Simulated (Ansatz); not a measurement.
Input file for Ansatz (a quantum-chemistry and plane-wave program): R-CCSD(T)/def2-TZVPPD on H2SSn (SMILES [SH][SnH]), atoms moved off the minimum. Elements past Kr take the def2 small-core potentials; no spin–orbit coupling. Files ending in .json are basis or fitting sets from the Basis Set Exchange. The run froze 14 orbitals, filled d shells among them.

Ansatz 0.2 input:
```yaml
crystal:
  periodic: [false, false, false]
  atoms:
    - {symbol: Sn, position_ang: [0.14932285, -0.50153218, 0.41226274]}
    - {symbol: H, position_ang: [0.42320632, -1.58300790, -0.91088730]}
    - {symbol: S, position_ang: [-0.30497181, 1.42259726, -1.19560379]}
    - {symbol: H, position_ang: [-0.62044798, 2.30500138, -0.26898446]}
basis:
  gaussian:
    orbitals: def2-TZVPPD.json
magnetization: {spin_polarized: false}
correlation: {method: ccsd_t, electrons: outside_noble_gas}
scf: {lower_state_search: off}
output: {forces: true}
```

Problem. Give the final energy of this run.

Solution. -612.3925 hartree (reference determinant -612.0785, T1 diagnostic 0.017).

Problem. How many basis functions does it have, and what does it roughly cost on one machine?

Solution. 141 functions; roughly 50 core-seconds.
